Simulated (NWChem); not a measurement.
System: C₆H₄Cl, doublet; SMILES c1cc([c]cc1)Cl

Parts of the log:

```
             Northwest Computational Chemistry Package (NWChem) 7.3.0
             --------------------------------------------------------

                             Geometry "geometry" -> ""
                             -------------------------

 Output coordinates in angstroms (scale by  1.889725989 to convert to a.u.)

  No.       Tag          Charge          X              Y              Z
 ---- ---------------- ---------- -------------- -------------- --------------
    1 Cl                  17.0000    -0.07598600    -2.29329400     0.00000000
    2 C                    6.0000    -0.03941000    -0.53740600     0.00000000
    3 C                    6.0000    -1.19693000     0.20334500     0.00000000
    4 C                    6.0000    -1.25566700     1.57842000     0.00000000
    5 C                    6.0000    -0.02991800     2.26480800     0.00000000
    6 C                    6.0000     1.17153900     1.55016700     0.00000000
    7 C                    6.0000     1.18009600     0.15259400     0.00000000
    8 H                    1.0000    -2.20088800     2.11434900     0.00000000
    9 H                    1.0000    -0.02072700     3.35162900     0.00000000
   10 H                    1.0000     2.11739500     2.08437300     0.00000000
   11 H                    1.0000     2.11348300    -0.40270700     0.00000000

 Effective nuclear repulsion energy (a.u.)     302.2646390002

                                 NWChem DFT Module
                                 -----------------

 Summary of "ao basis" -> "ao basis" (spherical)
 ------------------------------------------------------------------------------
       Tag                 Description            Shells   Functions and Types
 ---------------- ------------------------------  ------  ---------------------
 Cl                         def2-svp                 8       18   4s3p1d
 C                          def2-svp                 6       14   3s2p1d
 H                          def2-svp                 3        5   2s1p

 in cosmo_initialize ...
 calling solv_data for solv:clbenzen

 solvent parameters
 solvname_short: clbenzen
 solvname_long:  chlorobenzene
 dielec:        5.6968
 dielecinf:     2.3229
 nonaqueous SMD model solvent descriptors
 dielec:        5.6968
 sola:          0.0000
 solb:          0.0700
 solc:          0.8570
 solg:         47.4800
 solh:          0.1430
 soln:          1.5241

[...]

                                COSMO-SMD solvation results
                                ---------------------------

             internal energy in gas <Psi(g)|H|Psi(g)> =      -690.860496691974
         internal energy in solvent <Psi(s)|H|Psi(s)> =      -690.859821160105
                               delta internal energy  =         0.000675531869 (    0.42 kcal/mol)
   total free energy in solvent <Psi(s)|H+V/2|Psi(s)> =      -690.864569887184
 polarization energy contribution <Psi(s)|V/2|Psi(s)> =        -0.004748727079 (   -2.98 kcal/mol)
    total free energy in solvent including G(SMD-CDS) =      -690.870468691272
                       G(SMD-CDS) energy contribution =        -0.005898804088 (   -3.70 kcal/mol)
     1 M fixed-concentration free energy of solvation =        -0.009971999297 (   -6.26 kcal/mol)

                    DFT Final Alpha Molecular Orbital Analysis
                    ------------------------------------------

 Vector   27  Occ=1.000000D+00  E=-2.774456D-01
              MO Center=  4.5D-02,  8.4D-01,  2.4D-09, r^2= 3.0D+00
   Bfn.  Coefficient  Atom+Function         Bfn.  Coefficient  Atom+Function
  ----- ------------  ---------------      ----- ------------  ---------------
    38      0.326980   3 C  pz               80     -0.311821   6 C  pz
    94     -0.304483   7 C  pz               52      0.272400   4 C  pz
    41      0.214536   3 C  pz               83     -0.209569   6 C  pz
    97     -0.210119   7 C  pz               55      0.181738   4 C  pz
    66     -0.040070   5 C  pz               69     -0.027227   5 C  pz

 Vector   28  Occ=1.000000D+00  E=-2.680187D-01
              MO Center= -1.1D+00,  2.4D-01, -3.3D-10, r^2= 2.4D+00
   Bfn.  Coefficient  Atom+Function         Bfn.  Coefficient  Atom+Function
  ----- ------------  ---------------      ----- ------------  ---------------
    36      0.475260   3 C  px               39      0.308649   3 C  px
    35     -0.274037   3 C  s                37      0.270097   3 C  py
    40      0.221803   3 C  py               22     -0.178464   2 C  px
    34     -0.164911   3 C  s                64      0.157009   5 C  px
    92      0.145963   7 C  px               51     -0.136385   4 C  py

 Vector   29  Occ=1.000000D+00  E=-2.588294D-01
              MO Center= -3.7D-02,  1.3D-01,  2.1D-09, r^2= 4.5D+00
   Bfn.  Coefficient  Atom+Function         Bfn.  Coefficient  Atom+Function
  ----- ------------  ---------------      ----- ------------  ---------------
    13      0.372093   1 Cl pz               66      0.314642   5 C  pz
    24     -0.301608   2 C  pz               10      0.256138   1 Cl pz
    69      0.226123   5 C  pz               94     -0.206122   7 C  pz
    27     -0.186649   2 C  pz               38     -0.169635   3 C  pz
    52      0.163320   4 C  pz                7      0.147443   1 Cl pz

 Vector   30  Occ=0.000000D+00  E=-2.826862D-02
              MO Center= -2.9D-02,  8.1D-01, -2.8D-09, r^2= 3.7D+00
   Bfn.  Coefficient  Atom+Function         Bfn.  Coefficient  Atom+Function
  ----- ------------  ---------------      ----- ------------  ---------------
    97      0.467523   7 C  pz               55      0.452823   4 C  pz
    27     -0.390982   2 C  pz               69     -0.379412   5 C  pz
    52      0.346535   4 C  pz               94      0.344177   7 C  pz
    24     -0.315167   2 C  pz               66     -0.288896   5 C  pz
    13      0.156075   1 Cl pz               83     -0.082891   6 C  pz

[...]
```

Level: B3LYP/def2-SVP, spin-unrestricted, SMD on the gas-phase geometry. In the optimisation the excess spin sits in a' (Cs, its own frame). Geometry: optimised at B3LYP/6-31G* (spherical d), spin-unrestricted. No stability test was run on the SCF state. Solvent: chlorobenzene.

### Question
Reconstruct the input file.

### Answer
Several could match; the one computed here: the input that was run:
```
start job
memory heap 200 mb stack 900 mb global 1100 mb
geometry units angstroms noautosym nocenter noautoz
  Cl    -0.075986    -2.293294     0.000000
  C     -0.039410    -0.537406     0.000000
  C     -1.196930     0.203345     0.000000
  C     -1.255667     1.578420     0.000000
  C     -0.029918     2.264808     0.000000
  C      1.171539     1.550167     0.000000
  C      1.180096     0.152594     0.000000
  H     -2.200888     2.114349     0.000000
  H     -0.020727     3.351629     0.000000
  H      2.117395     2.084373     0.000000
  H      2.113483    -0.402707     0.000000
end
basis spherical
  Cl library def2-svp
  C library def2-svp
  H library def2-svp
end
dft
  odft
  mult 2
  xc b3lyp
  iterations 150
end
cosmo
  do_cosmo_smd true
  solvent clbenzen
end
task dft energy
```
